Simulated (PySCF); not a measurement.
C5H6OS.
SMILES with atom numbers: `[SH:1][CH2:2][c:3]1[cH:4][cH:5][cH:6][o:7]1` (hydrogens: H8 on S1; H9, H10 on C2; H11 on C4; H12 on C5; H13 on C6)

Cartesian coordinates in Å at the PBE0-D3(BJ)/def2-TZVP level; atoms count from 1:
```xyz
13
C5H6OS angstrom
S      2.6677    0.8618    0.5488
C      1.6522   -0.4332   -0.2450
C      0.2006   -0.2516   -0.0782
C     -0.7375   -0.8709    0.6811
C     -1.9748   -0.2136    0.4112
C     -1.6931    0.7554   -0.4891
O     -0.3758    0.7432   -0.7987
H      2.1837    1.8813   -0.1767
H      1.9560   -1.3637    0.2341
H      1.9244   -0.4942   -1.3000
H     -0.5663   -1.6964    1.3535
H     -2.9418   -0.4343    0.8335
H     -2.2901    1.4989   -0.9899
```

All values: wB97X-D/pcSseg-2 (PySCF, non-relativistic), on one gas-phase PBE0-D3(BJ)/def2-TZVP geometry that isn't relaxed in the solvent. The solvent is an IEF-PCM continuum (Bondi radii, 1.10 Å for H, scaled by 1.2). The model holds no explicit solvent molecules, cavitation or dispersion.

Gas phase at wB97X-D/pcSseg-2: HOMO -8.31 eV, LUMO 1.56 eV, dipole 1.57 D.

**Question.** What does the continuum do to the energy, the frontier levels and the dipole at wB97X-D/pcSseg-2 in chloroform?

**Answer.** 
```json
{"solvent": "chloroform", "ε": "4.711", "E(solvent) − E(gas) (kcal/mol)": "-3.64", "polarisation term (kcal/mol)": "-3.97", "distortion of the solute (kcal/mol)": "0.33", "HOMO (eV)": "-8.27", "LUMO (eV)": "1.60", "dipole (D)": "1.92"}
```

The first energy column is the sum of the next two and covers electrostatics alone.

**Question.** Which radius a makes the point-dipole formula ΔE = −[(ε − 1)/(2ε + 1)]·μ²/a³ give the value in chloroform, with the gas-phase dipole?

**Answer.** μ = 0.619 au and |ΔE| = 0.00580 Eh give a = 1.52 Å; the farthest nucleus lies 3.09 Å from the centroid of the nuclei, so such a sphere wouldn't even hold the nuclei. The formula assumes a rigid point dipole at the centre of a sphere.

**Question.** Give the dipole vector in the frame of the coordinates (D, pointing from negative to positive charge), gas and chloroform.

**Answer.** Gas (-1.24, -0.76, -0.60), solvent (-1.47, -0.96, -0.79). Its length changes by +22 % and its direction by 2°.

The pairwise dispersion term of wB97X-D wasn't added to the energies; at a given geometry it leaves orbitals and properties as they are.
